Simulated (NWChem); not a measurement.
System: CH₃O₂ cation; SMILES O=C[OH2+]

NWChem input:

```
start job
memory heap 200 mb stack 900 mb global 1100 mb
charge 1
geometry units angstroms noautosym nocenter noautoz
  O     -0.275730     1.235055    -0.072469
  C      0.462497     0.360935    -0.013984
  O     -0.167687    -1.085811     0.036845
  H      1.554249     0.206615    -0.001078
  H      0.322316    -1.893553     0.292862
  H     -1.141483    -1.159687     0.126699
end
basis spherical
  O library 6-31g*
  C library 6-31g*
  H library 6-31g*
end
dft
  xc hfexch
  iterations 150
  mulliken
end
task dft energy
esp
  recalculate
  probe 0.07
  range 0.3
  factor 1.0
  spacing 0.02
end
task esp
```

NWChem printed, in part:

```
             Northwest Computational Chemistry Package (NWChem) 7.3.0
             --------------------------------------------------------

                             Geometry "geometry" -> ""
                             -------------------------

 Output coordinates in angstroms (scale by  1.889725989 to convert to a.u.)

  No.       Tag          Charge          X              Y              Z
 ---- ---------------- ---------- -------------- -------------- --------------
    1 O                    8.0000    -0.27573000     1.23505500    -0.07246900
    2 C                    6.0000     0.46249700     0.36093500    -0.01398400
    3 O                    8.0000    -0.16768700    -1.08581100     0.03684500
    4 H                    1.0000     1.55424900     0.20661500    -0.00107800
    5 H                    1.0000     0.32231600    -1.89355300     0.29286200
    6 H                    1.0000    -1.14148300    -1.15968700     0.12669900

 Effective nuclear repulsion energy (a.u.)      74.8391822404

  xc_inp: hfexch multiplicative factor not found.

                                 NWChem DFT Module
                                 -----------------

 Summary of "ao basis" -> "ao basis" (spherical)
 ------------------------------------------------------------------------------
       Tag                 Description            Shells   Functions and Types
 ---------------- ------------------------------  ------  ---------------------
 O                           6-31g*                  6       14   3s2p1d
 C                           6-31g*                  6       14   3s2p1d
 H                           6-31g*                  2        2   2s

            General Information
            -------------------
          SCF calculation type: DFT
          Wavefunction type:  closed shell.
          No. of atoms     :     6
          No. of electrons :    24
           Alpha electrons :    12
            Beta electrons :    12
          Charge           :     1
          Spin multiplicity:     1
          Use of symmetry is: off; symmetry adaption is: off
          Maximum number of iterations: 150
          AO basis - number of functions:    48
                     number of shells:    24
          Convergence on energy requested:  1.00D-06
          Convergence on density requested:  1.00D-05
          Convergence on gradient requested:  5.00D-04

              XC Information
              --------------
                     Hartree-Fock (Exact) Exchange  1.000

      Superposition of Atomic Density Guess
      -------------------------------------

 Sum of atomic energies:        -188.66365623

 Renormalizing density from      25.00 to     24

      Non-variational initial energy
      ------------------------------

 Total energy =    -184.716899
 1-e energy   =    -389.838942
 2-e energy   =     130.282860
 HOMO         =      -0.842729
 LUMO         =      -0.369463

     ---------------------------------------------
      Total Density - Mulliken Population Analysis
     ---------------------------------------------

    Atom       Charge   Shell Charges
 -----------   ------   -------------------------------------------------------
    1 O    8     8.74   2.00  1.03  3.37  0.86  1.45  0.03
    2 C    6     5.03   2.00  0.77  1.40  0.47  0.29  0.10
    3 O    8     8.97   2.00  0.97  3.35  0.85  1.79  0.01
    4 H    1     0.59   0.39  0.19
    5 H    1     0.33   0.29  0.04
    6 H    1     0.34   0.30  0.04

[...]

                     NWChem Electrostatic Potential Fit Module
                     -----------------------------------------

 Atom parameters

 Number of atoms is                                    6
 Number of basis functions is                         48

 Grid parameters

 Maximum number of grid points is                  28447
 Number of grid points is                          28446
 Grid range                                     0.300000 nm
 Grid spacing                                   0.020000 nm
 Probe radius                                   0.070000 nm
 Atom radius factor                             1.000000

 Atomic radii

    1    0.100000
    6    0.147000
    8    0.136000
 FASTESP  F
  using M.O. file = ./job.movecs

    Atom              Coordinates                           Charge

                                                  ESP

    1 O    -0.027573    0.123506   -0.007247   -0.252844
    2 C     0.046250    0.036094   -0.001398    0.613526
    3 O    -0.016769   -0.108581    0.003685   -0.578941
    4 H     0.155425    0.020662   -0.000108    0.196647
    5 H     0.032232   -0.189355    0.029286    0.501169
    6 H    -0.114148   -0.115969    0.012670    0.520442
                                            ------------
                                                1.000000

 Dipole moment                                  0.963404

 Quadrupole moment Qxx                          6.702994
                   Qyy                          0.298683
                   Qzz                         -7.001677

 RMS deviation kJ/mol                           0.052961

 RRMS %                                         1.899207
```

Level: Hartree-Fock/6-31G* (spherical d). All runs use the structure optimised with PBE0/def2-SVP.
